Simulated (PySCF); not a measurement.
These 2 structures share the formula C7H15P. Method used: PBE0-D3(BJ)/def2-SVP geometry optimisation, gas phase (PySCF 2.14.0). Energies are electronic, without zero-point or thermal terms, for one conformer each. No frequencies were run at this level. Point groups hold within 0.08 Å.

Question: Rank from lowest to highest electronic energy at this level (kcal/mol).
A. `[CH3:1][CH2:2]/[CH:3]=[P:4]/[CH2:5][CH2:6][CH2:7][CH3:8]` with C1–C2–C3–P4 -120°, C3–P4–C5–C6 100°, P4–C5–C6–C7 177°, C5–C6–C7–C8 180°
B. `[CH3:1][P:2]1[CH2:3][CH2:4][CH2:5][CH2:6][CH2:7][CH2:8]1` with C1–P2–C3–C4 -175°, P2–C3–C4–C5 60°, C3–C4–C5–C6 -70°, C4–C5–C6–C7 93°

Answer: B (0.0), A (24.9).

| SMILES | E (Eh) | E rel (kcal/mol) | dipole (D) | point group | A, B, C (MHz) |
| --- | --- | --- | --- | --- | --- |
| CP1CCCCCC1 | -616.39126 | 0.0 | 1.16 | C1 | 2490, 1414, 1021 |
| CC/C=P/CCCC | -616.35155 | 24.9 | 1.31 | C1 | 4893, 510.3, 495.3 |

Question: How do the relative energies change in single points at PBE0/pcSseg-1 (no added dispersion term) on the same geometries?

Answer: 
| SMILES | PBE0-D3(BJ)/def2-SVP (kcal/mol) | PBE0/pcSseg-1 (kcal/mol) | shift |
| --- | --- | --- | --- |
| CP1CCCCCC1 | 0.0 | 0.0 | 0.0 |
| CC/C=P/CCCC | 24.9 | 20.9 | -4.0 |

Each column counts from its own lowest isomer. The order is unchanged; the largest shift is 4.0 kcal/mol.
